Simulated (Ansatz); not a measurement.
One change: `C[B](N)[GaH2]` becomes `CB(N)O[SiH3]`.

Ansatz, PBE0-D4/def2-TZVP geometries, multiplicity 1. Each molecule was computed in one conformer, which needn't be the lowest.

Scalar relativity is left out up to krypton.

```
                                          property  `C[B](N)[GaH2]`
    size of the dipole moment (PBE/def2-TZVPP) / D             2.62
size of the dipole moment (ωB97M-V/def2-TZVPP) / D             2.51
               HOMO energy (B3LYP/def2-TZVPP) / eV            -6.67
                LUMO energy (PBE0/def2-TZVPP) / eV            -1.78
                 HOMO energy (PBE/def2-TZVPP) / eV            -5.72
               HOMO–LUMO gap (PBE/def2-TZVPP) / eV             3.14
```

Q: What does the change do to each property? (An estimate is asked.)

A: The calculation gave: 
```csv
property,`CB(N)O[SiH3]`,shift
size of the dipole moment (PBE/def2-TZVPP) / D,1.42,-1.20
size of the dipole moment (ωB97M-V/def2-TZVPP) / D,1.37,-1.14
HOMO energy (B3LYP/def2-TZVPP) / eV,-7.54,-0.87
LUMO energy (PBE0/def2-TZVPP) / eV,0.38,2.16
HOMO energy (PBE/def2-TZVPP) / eV,-6.38,-0.66
HOMO–LUMO gap (PBE/def2-TZVPP) / eV,5.93,2.79
```

With PBE0 the HOMO falls by 0.94 eV and the LUMO rises by 2.16 eV, so the gap widens by about 3.10 eV. PBE moves the HOMO by -0.66 eV and ωB97M-V by -1.20 eV. The zero-point energy changes by 45.5 kJ/mol with +6 modes. Dipoles are sizes alone; their direction can turn.

B3LYP here is the variant with VWN-RPA as its local correlation; programs differ in this.
